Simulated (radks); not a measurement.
Values are calculated unless marked as measured or tabulated.
Ionisation of neutral sulfur, [Ne] 3s2 3p4, to [Ne] 3s2 3p3 as the strength of local exchange is varied. Code: a radial shooting solver on a logarithmic mesh with Libxc functionals. Model: non-relativistic Kohn-Sham, Slater X-alpha exchange (alpha = 2/3 is LDA exchange), no correlation, spin-polarised, spherical densities, point nucleus; open shells are filled with parallel spins first.

alpha = 0.573: E(S) (hartree) -392.31073; exchange (hartree) -19.55702; IE (eV) 8.099; -e of the level emptied (eV) 4.068 (3p); <r> of it (bohr) 2.232
alpha = 0.585: E(S) (hartree) -392.72049; exchange (hartree) -19.98474; IE (eV) 8.189; -e of the level emptied (eV) 4.152 (3p); <r> of it (bohr) 2.224
alpha = 0.667: E(S) (hartree) -395.53045; exchange (hartree) -22.92721; IE (eV) 8.827; -e of the level emptied (eV) 4.744 (3p); <r> of it (bohr) 2.172
alpha = 0.788: E(S) (hartree) -399.70851; exchange (hartree) -27.33187; IE (eV) 9.819; -e of the level emptied (eV) 5.682 (3p); <r> of it (bohr) 2.100
alpha = 0.824: E(S) (hartree) -400.95884; exchange (hartree) -28.65676; IE (eV) 10.125; -e of the level emptied (eV) 5.976 (3p); <r> of it (bohr) 2.080
alpha = 0.901: E(S) (hartree) -403.64433; exchange (hartree) -31.51265; IE (eV) 10.799; -e of the level emptied (eV) 6.626 (3p); <r> of it (bohr) 2.039
alpha = 0.944: E(S) (hartree) -405.15063; exchange (hartree) -33.12061; IE (eV) 11.186; -e of the level emptied (eV) 7.001 (3p); <r> of it (bohr) 2.017
alpha = 1.04: E(S) (hartree) -408.53062; exchange (hartree) -36.74430; IE (eV) 12.075; -e of the level emptied (eV) 7.871 (3p); <r> of it (bohr) 1.970

NIST Atomic Spectra Database: 10.360 eV (measured). The Delta-SCF value meets it near alpha = 0.85. Open shells are spherical and high-spin; term and fine-structure splittings are not resolved.
